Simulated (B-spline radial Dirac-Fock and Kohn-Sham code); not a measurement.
Elastic and transport cross sections of iodine for electrons

These are calculated numbers from a radial B-spline solver; the model is relativistic (Dirac) partial waves in the static field of the Dirac-Fock atom with Furness-McCarthy exchange, without polarisation or absorption potentials. σ_tr1 and σ_tr2 weight the cross section with 1 − P₁ and 1 − P₂ of cos θ; "backward" is the share scattered beyond 90°.

| energy (eV) | σ (a₀²) | σ_tr1 (a₀²) | σ_tr2 (a₀²) | σ/σ_tr1 | backward (%) |
| --- | --- | --- | --- | --- | --- |
| 6090 | 3.88 | 0.199 | 0.329 | 19.5 | 1.5 |
| 6310 | 3.80 | 0.189 | 0.315 | 20.1 | 1.5 |
| 8110 | 3.27 | 0.131 | 0.231 | 25.0 | 1.1 |
| 8600 | 3.15 | 0.120 | 0.214 | 26.4 | 1.0 |
| 10000 | 2.87 | 0.0953 | 0.176 | 30.1 | 0.83 |
| 11800 | 2.59 | 0.0741 | 0.141 | 34.9 | 0.67 |
| 12200 | 2.53 | 0.0704 | 0.135 | 36.0 | 0.64 |
| 17100 | 2.03 | 0.0418 | 0.0848 | 48.6 | 0.41 |
| 18600 | ? | ? | ? | ? | ? |
| 20000 | 1.83 | 0.0327 | 0.0679 | 56.0 | 0.34 |
| 28100 | 1.45 | 0.0191 | 0.0414 | 76.1 | 0.22 |
| 30000 | 1.39 | 0.0172 | 0.0376 | 80.7 | 0.20 |
| 30500 | 1.37 | 0.0168 | 0.0367 | 82.0 | 0.19 |

Problem. Fill in the row for 18.6 keV.

Solution. σ = 1.92 a₀², σ_tr1 = 0.0366 a₀², σ_tr2 = 0.0753 a₀², σ/σ_tr1 = 52.4, backward 0.37 %. The ratio σ/σ_tr1 is roughly the number of elastic collisions that randomise the direction.
